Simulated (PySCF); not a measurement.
## Simulated absorption spectrum

Species: C2H9FSi2.
SMILES: `C[C@@H]([SiH2]F)[SiH3]`

Method used: PySCF 2.14.0, density-fitted response routines, TDDFT CAM-B3LYP/def2-SVPD, vertical, gas phase, core orbitals frozen in the response. Geometry: GFN2-xTB, one conformer, isolated molecule. Torsions of this conformer, `[CH3:1][C@H:2]([SiH3:3])[SiH2:4][F:5]`: C1–C2–Si4–F5 -56°.

Broadening: Gaussians 0.3 eV wide at half height, area fixed by f = 4.319×10⁻⁹ ∫ε dν̃. The cross-section is σ = 3.8235×10⁻²¹ ε cm², given in Mb (10⁻¹⁸ cm²). The width is an assumption, not a result. The curve ends short of the highest state used, and states not computed would add to its high-energy end.

| λ (nm) | σ (Mb) |
| --- | --- |
| 151.6 | 7.08 |
| 153.0 | 6.72 |
| 154.3 | 5.68 |
| 155.7 | 5.04 |
| 157.0 | 5.57 |
| 158.3 | 6.64 |
| 159.7 | 7.02 |
| 161.0 | 5.98 |
| 162.4 | 3.94 |
| 163.7 | 2.16 |
| 165.0 | 1.06 |
| 166.4 | 0.64 |
| 167.7 | 0.72 |
| 169.1 | 1.00 |
| 170.4 | 1.21 |
| 171.7 | 1.22 |
| 173.1 | 1.01 |
| 174.4 | 0.71 |
| 175.8 | 0.40 |
| 177.1 | 0.20 |
| 178.5 | 0.08 |
| 179.8 | 0.03 |
| 181.1 | 0.01 |
| 182.5 | 0.00 |

**Question.** Where are the band maxima, and which computed states make them?

**Answer.** 171 nm (7.25 eV), ε about 330, made up of S1 (100%); 159 nm (7.78 eV), ε about 1800, made up of S2 (97%); 152 nm (8.16 eV), ε about 1900, made up of S3 (35%) and S4 (63%) (ε in L mol⁻¹ cm⁻¹; maxima over ε = 5, shares over 10%). The states used: S1 7.24 eV (f 0.0036); S2 7.77 eV (f 0.020); S3 8.08 eV (f 0.0092); S4 8.21 eV (f 0.014); S5 8.50 eV (f 0.0021); S6 8.57 eV (f 0.0027); S7 8.66 eV (f 0.250); S8 8.78 eV (f 0.0014).

**Question.** Coming from long wavelengths, where does ε first pass 100 L mol⁻¹ cm⁻¹?

**Answer.** At about 176 nm (7.05 eV), 0.20 eV below S1.

**Question.** What would ε be at 8.16 eV, the highest of these maxima, with half the width (0.15 eV)?

**Answer.** About 2560 L mol⁻¹ cm⁻¹ against 1860, a factor of about 1.4; a lone state at its own centre would give exactly 2.
